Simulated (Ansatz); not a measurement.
Coupled-cluster diagnostics for Li₇Al₃⁺, Ansatz.

Geometry of the doublet (PBE0-D4/def2-SVP):

Cartesian coordinates in Å:
```
Li 1.8342 -1.6835 0.3305
Li -2.5035 1.1033 1.0620
Li -0.1244 1.7487 -2.1578
Li -1.4827 -2.1899 1.3383
Li 0.9152 2.2952 0.9659
Li -1.6969 -1.1575 -1.6791
Li 0.1589 -0.0748 2.9536
Al 2.2396 0.8270 -0.9357
Al 0.9731 -0.8342 -2.2323
Al -0.3135 -0.0343 0.3546
```

Correlated methods freeze 15 core orbitals; core or outer-core shells of Li are correlated, in sets that lack core-valence functions. Another isomer (doublet) lies 0.48 eV lower at PBE0-D4/def2-TZVP; other spin states weren't run for this one.

(1) Estimate the CCSD(T) correlation energy, the shares of MP2 and (T), T1 and the reference's ⟨S²⟩ for: charge 1, doublet, own geometry in def2-SVP; and the rough time on 4 threads of Arm Neoverse V1 on a shared host.

## Answers

(1) 
```
                          state     basis  correlation (eV)  MP2 share (%)  (T) share (%)     T1  ⟨S²⟩ (pure)  wall time                      remarks
charge 1, doublet, own geometry  def2-SVP            -9.192           81.2            8.3  0.063  1.56 (0.75)       42 s  large T1, spin-contaminated
```
Customary marks for T1 are 0.02 (closed shells), 0.045 (open shells) and about 0.05 (3d metals). T1 exceeds 0.02 in 1 of 1 rows and 0.045 in 1; the higher it lies, the less the single-reference result can be trusted.
